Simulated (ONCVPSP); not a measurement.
# Ar (Z = 18), ONCV: configuration errors across variants

* Element: argon
* Generator: ONCVPSP 4.0.1
* Type: optimised norm-conserving Vanderbilt (ONCV)
* Functional: PBE
* Relativity: scalar-relativistic
* Frozen core: [Ne]
* Valence charge: 8
* Reference configuration: 3s2 3p6
* Partial waves: 3s: rc 1.10 bohr, ncon 4, nbas 7, qcut 6.7 1/bohr, 3 projectors, debl 1.5 Ha; 3p: rc 0.95 bohr, ncon 3, nbas 7, qcut 7.9 1/bohr, 3 projectors, debl 0.9 Ha; d scattering state at 0.36 Ha: rc 0.85 bohr, ncon 3, nbas 8, qcut 11.8 1/bohr, 2 projectors, debl 3.4 Ha
* Local potential: polynomial inside 0.70 bohr (lpopt 4, dvloc0 0 Ha)
* Core correction: Teter function, fcfact 3.25, rcfact 1.4

All-electron excitation energies from the reference (eV): (1) 3s2 3p5 16.057; (2) 3s2 3p4 44.717; (3) 3s2 3p3 87.300; (4) 3s1 3p6 30.673.

1 further variants failed, have other tests or too few solved ones, and are left out.

A true bound ghost makes a file unfit for plane-wave use even where its test errors are small: the radial tests pick states by their node count and pass the ghost by.

Errors AE − PS in meV (a dash: test not solved or not reliable):

```csv
change,(1),(2),(3),(4),bound ghosts,GHOST(+) flags above zero
base,-4.2,-2.1,+19,-1.0,"s, p","s, p"
"all radii but the core radius scaled by about 0.90 (s 1.00, p 0.86, d 0.76 bohr); local potential polynomial inside 0.64 bohr (lpopt 4, dvloc0 0 Ha)",-12,-25,-30,-3.0,"s, p","s, p"
"all radii but the core radius scaled by about 1.07 (s 1.18, p 1.02, d 0.90 bohr); local potential polynomial inside 0.74 bohr (lpopt 4, dvloc0 0 Ha)",-1.9,+3.7,+31,-0.7,"s, p","s, p"
"all radii but the core radius scaled by about 1.30 (s 1.44, p 1.24, d 1.10 bohr); local potential polynomial inside 0.92 bohr (lpopt 4, dvloc0 0 Ha)",+0.3,+9.7,+43,-3.2,p,s
```

**Question.** Give the same row for: all radii but the core radius scaled by about 1.22 (s 1.34, p 1.16, d 1.04 bohr); local potential polynomial inside 0.86 bohr (lpopt 4, dvloc0 0 Ha).

**Answer.** 0.0, +8.6, +41, -1.5; bound ghosts: p; GHOST(+) flags above zero: s, p.
